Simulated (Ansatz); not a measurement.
`[NH2][Mg][O][SiH3]` + H₂O → `[NH2][Mg][OH]` + `O[SiH3]`  (formal hydrolysis of a Mg–O bond)

Calculated with Ansatz (gas phase, PBE0-D4/def2-TZVP geometries, no zero-point term in ΔE). CCSD(T)/CBS is the MP2 limit (def2-TZVPP, def2-QZVPP) plus CCSD(T) − MP2 in def2-TZVPP, frozen cores. This one scheme is used for every species. DFT in def2-TZVPP. For Mg outer-core shells are correlated without core-valence functions, which leaves a few kJ/mol of doubt a bond. Each species was taken in one conformer, which may not be the lowest.

`[NH2][Mg][O][SiH3]`:

```xyz
9

N    -1.933   -2.234    0.591
Mg   -0.727   -0.845    0.222
O     0.426    0.484   -0.131
Si    1.455    1.682   -0.445
H    -2.600   -2.633   -0.051
H    -2.034   -2.721    1.469
H     1.765    2.473    0.783
H     2.749    1.166   -0.982
H     0.899    2.629   -1.456
```

H₂O:

Z-matrix (Å, degrees):
```
O
H 1 0.960
H 1 0.960 2 105.1
```

`[NH2][Mg][OH]`:

Cartesian coordinates in Å:
```
N -1.282 0.552 -0.487
Mg 0.366 -0.115 0.128
O 1.946 -0.676 0.697
H -2.005 0.972 0.076
H -1.601 0.569 -1.444
H 2.576 -1.301 1.030
```

`O[SiH3]`:

Z-matrix (Å, degrees):
```
Si
O 1 1.648
H 1 1.489 2 111.7
H 1 1.489 2 111.7 3 120.9
H 1 1.481 2 105.9 3 -119.6
H 2 0.957 1 117.9 3 -60.5
```

Q: Is it downhill or uphill in electronic energy at CCSD(T)/CBS, and by how much? (Best estimate.)

A: The calculation gave: Uphill: ΔE = +0.45 eV.

Q: What do these levels give: B97M-V, ωB97M-V, PBE-QIDH, revPBE, BLYP, PBE0, CAM-B3LYP, SCS-MP2/def2-TZVPP, CCSD(T)/def2-TZVPP, MP2/def2-QZVPP, SCS-MP2/def2-QZVPP, HF/CBS(def2)? (An estimate is asked.)

A: Computed: B97M-V 0.42, ωB97M-V 0.37, PBE-QIDH 0.41, revPBE 0.34, BLYP 0.32, PBE0 0.38, CAM-B3LYP 0.35, SCS-MP2/def2-TZVPP 0.42, CCSD(T)/def2-TZVPP 0.43, MP2/def2-QZVPP 0.43, SCS-MP2/def2-QZVPP 0.43, HF/CBS(def2) 0.44 eV.

Largest T1 diagnostic among the species: 0.011.

From BLYP to BHLYP (50 % exact exchange), in def2-TZVPP and without D4, ΔE moves by +0.06 eV. Leaving LDA and LC-ωPBE aside and taking each functional with its dispersion term where it has one, the values, not all of them listed here, spread over 0.06 eV, from BLYP-D4 to B97M-V.
